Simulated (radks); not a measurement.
Q: The mean radii <r> (bohr) of the occupied orbitals of an atom or ion are listed with their occupations. Method: Dirac Kohn-Sham, PBEsol, spin-unpolarised, spherical densities, point nucleus; computed with a radial shooting solver on a logarithmic mesh with Libxc functionals.

orbital  occ.      <r>
1s1/2       2  0.01804
2s1/2       2  0.07559
2p1/2       2  0.06247
2p3/2       4  0.07055
3s1/2       2   0.1970
3p1/2       2   0.1870
3p3/2       4   0.2019
3d3/2       4   0.1765
3d5/2       6   0.1811
4s1/2       2   0.4405
4p1/2       2   0.4451
4p3/2       4   0.4786
4d3/2       4   0.4935
4d5/2       6   0.5049
5s1/2       2    1.033
5p1/2       2    1.129
4f5/2       6   0.5753
5p3/2       4    1.226
4f7/2       8   0.5840
5d3/2     1.6    1.650
5d5/2     2.4    1.695

Name the element and its charge. Open shells, if any, are shared by 2j + 1.

A: Z = 75, rhenium, charge +3: Re3+ in [Xe] 4f14 5d4. The 1s radius gives Z: for a bare nucleus <r> = (2 gamma + 1)/(2Z) with gamma = sqrt(1 - (Z/c)^2), 0.01783 bohr for Z = 75, and screening makes it slightly larger (0.01804 here). The occupations add up to 72, and the charge is Z minus that.
